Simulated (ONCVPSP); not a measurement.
## Pm (Z = 61), ONCV: configuration errors across variants

* Element: promethium (Pm)
* Generator: ONCVPSP 4.0.1
* Type: optimised norm-conserving Vanderbilt (ONCV)
* Functional: LDA (Perdew-Wang 92)
* Relativity: scalar-relativistic
* Frozen core: [Kr] 4d10 4f4
* Valence charge: 11
* Reference configuration: 5s2 5p6 5d2 6s1
* Partial waves: 5s+6s: rc 2.45 bohr, ncon 4, nbas 8, qcut 4.1 1/bohr, 2 projectors; 5p: rc 1.50 bohr, ncon 4, nbas 8, qcut 5.5 1/bohr, 1 projector; 5d: rc 3.55 bohr, ncon 4, nbas 8, qcut 4.5 1/bohr, 2 projectors, debl 1.5 Ha
* Local potential: polynomial inside 1.10 bohr (lpopt 3, dvloc0 4 Ha)
* Core correction: none

All-electron excitation energies from the reference (eV): (1) 5s2 5p6 5d1 6s2 -1.310; (2) 5s2 5p6 5d1 6s1 5.251; (3) 5s2 5p6 5d1 6s0 17.119; (4) 5s2 5p6 5d1.5 6s1.5 -0.706.

1 further variants failed, have other tests or too few solved ones, and are left out.

Errors AE − PS in meV (a dash: test not solved or not reliable):

```
     change   (1)   (2)   (3)   (4)  bound ghosts  GHOST(+) flags above zero
       base  +2.1  -3.5  -9.9  +0.9          none                       s, d
d: qcut 2.7   +30   +25   +21  +7.0          none                       s, d
d: qcut 3.4   +13  +7.7  +1.8  +3.3          none                       s, d
d: qcut 4.2  +4.1  -1.6  -7.9  +1.4          none                          s
d: qcut 4.7  +1.1  -4.5   -11  +0.7          none                          s
  d: qcut 6   0.0  -5.6   -12  +0.5          none                       s, d
```

Task: Give the same row for: d: qcut 5.3.

Result: -1.4, -6.9, -13, +0.2; bound ghosts: none; GHOST(+) flags above zero: s, d.
